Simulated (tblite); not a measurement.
Species: C5H9F3O2Si.
Atom-mapped SMILES: `[F:1][C:2]([F:3])([F:4])[O:5][C@H:6]1[CH2:7][O:8][CH2:9][CH2:10][SiH2:11]1` (hydrogens: H12 on C6; H13, H14 on C7; H15, H16 on C9; H17, H18 on C10; H19, H20 on Si11)

Computed geometry: GFN2-xTB, gas phase.

Problem. What internal coordinates does the optimisation give?

Solution. 
| bond | length (Å) |
| --- | --- |
| F1–C2, C2–F3 | 1.351 |
| C2–F4 | 1.329 |
| C2–O5 | 1.304 |
| O5–C6 | 1.462 |
| C6–C7 | 1.534 |
| C7–O8 | 1.400 |
| O8–C9 | 1.411 |
| C9–C10 | 1.532 |
| C10–Si11 | 1.904 |
| C6–Si11 | 1.923 |
| C6–H12 | 1.094 |
| C7–H13 | 1.100 |
| C7–H14 | 1.094 |
| C9–H15 | 1.100 |
| C9–H16 | 1.094 |
| C10–H17 | 1.091 |
| C10–H18 | 1.089 |
| Si11–H19 | 1.465 |
| Si11–H20 | 1.461 |

Bonds in one row agree within 0.01 Å and their mean is given. A selection of angles:
| angle | degrees |
| --- | --- |
| F1–C2–F3 | 104.4 |
| F1–C2–F4 | 106.4 |
| F1–C2–O5 | 114.2 |
| F3–C2–F4 | 106.6 |
| F4–C2–O5 | 110.2 |
| C2–O5–C6 | 115.1 |
| O5–C6–C7 | 106.2 |
| O5–C6–Si11 | 110.0 |
| O5–C6–H12 | 108.5 |
| C7–C6–Si11 | 110.7 |
| C7–C6–H12 | 108.6 |
| Si11–C6–H12 | 112.6 |
| C6–C7–O8 | 112.7 |
| C6–C7–H13 | 108.3 |
| C6–C7–H14 | 110.4 |
| O8–C7–H13 | 111.0 |
| O8–C7–H14 | 105.9 |
| H13–C7–H14 | 108.5 |
| C7–O8–C9 | 114.8 |
| O8–C9–C10 | 113.4 |
| O8–C9–H15 | 109.7 |
| O8–C9–H16 | 104.7 |
| C10–C9–H15 | 110.0 |
| C10–C9–H16 | 110.4 |
| H15–C9–H16 | 108.5 |
| C9–C10–Si11 | 110.6 |
| C9–C10–H17 | 108.3 |
| C9–C10–H18 | 108.9 |
| Si11–C10–H17 | 110.0 |
| Si11–C10–H18 | 111.8 |
| H17–C10–H18 | 107.1 |
| C10–Si11–H19 | 112.2 |
| C10–Si11–H20 | 112.1 |
| C6–Si11–C10 | 101.4 |
| C6–Si11–H19 | 106.3 |
| C6–Si11–H20 | 111.1 |
| H19–Si11–H20 | 113.0 |

Torsions: F1–C2–O5–C6 57° (synclinal); C2–O5–C6–C7 148° (anticlinal); O5–C6–C7–O8 175° (antiperiplanar); C6–C7–O8–C9 -74° (synclinal); C7–O8–C9–C10 74° (synclinal); O8–C9–C10–Si11 -55° (synclinal); C9–C10–Si11–C6 38° (synclinal); O5–C6–Si11–C10 -155° (antiperiplanar).

The C–F distances run from 1.329 Å (C2–F4, drawn single) to 1.354 Å (F1–C2, drawn single), a spread of 0.025 Å. Of the pairs four or more bonds apart, F1···Si11 is among the closest relative to their van der Waals radii: 3.18 Å, 89 % of the sum of Bondi's values. The 6-membered ring C6–C7–O8–C9–C10–Si11 has internal angles of 101.4° to 114.8° (sum 664°, against 720° for a flat polygon); it is puckered, 0.24 Å rms from its mean plane, widest ring torsion 74°. The 4 C–O bonds span 1.304 Å (C2–O5, drawn single) to 1.462 Å (O5–C6, drawn single), a spread of 0.158 Å. Si11 (SiH2 silicon) is distorted tetrahedral (angles from 101.4° to 113.0°).

Point group: C1 (no symmetry element, even within 0.4 Å). Its lowest GFN2-xTB frequency is 11 cm⁻¹, too small to tell a flat minimum from a shallow saddle. The numbers are those of one conformer. 2 starts were optimised and ended at 0.00 and 1.22 kcal/mol (GFN2-xTB); the lowest of these is shown.
